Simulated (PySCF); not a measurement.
Molecule: `CC(C)S(=O)(=O)Cl`, C₃H₇ClO₂S.

Geometry (Å), atoms numbered from 1 in this order:
```xyz
14

C    -0.3925    1.4360    0.2252
C    -0.2699    0.0478   -0.3681
C    -1.0150   -1.0472    0.3663
S     1.4742   -0.4020   -0.5737
O     1.5677   -1.7586   -1.0711
O     2.1814    0.6892   -1.2107
Cl    2.1093   -0.4449    1.4384
H     0.1966    2.1662   -0.3453
H    -1.4487    1.7423    0.2034
H    -0.0511    1.4451    1.2705
H    -0.5594    0.0601   -1.4354
H    -0.6879   -1.1056    1.4146
H    -0.8560   -2.0244   -0.1086
H    -2.0910   -0.8196    0.3516
```

Geometry PBE0-D3(BJ)/def2-SVP throughout; GIAO in PySCF 2.14, gas phase, one conformer, non-relativistic; equivalent atoms averaged; functional PBE0.

For orientation, cc-pVDZ gives these shifts δ (against TMS, CS2, H2O, HCl at the same level): C2 71.9, C1/C3 17.1, S4 368.1, O5/O6 308.1, Cl7 498.2, H11 2.96, H8/H9/H10/H12/H13/H14 1.33 ppm.

A run gave: C2 73.1, C1/C3 16.5, S4 366.7, O5/O6 292.5, Cl7 532.5, H11 3.46, H8/H9/H10/H12/H13/H14 1.63 ppm (shifts δ (against TMS, CS2, H2O, HCl at the same level)).

Question: Which basis set was used in that run?
A. pcSseg-0
B. aug-cc-pVDZ
C. cc-pVTZ
D. def2-TZVP

Answer: B. S4 tells them apart best: aug-cc-pVDZ gives 366.7, pcSseg-0 gives 430.7, def2-TZVP gives 427.0, cc-pVTZ gives 386.1 ppm.
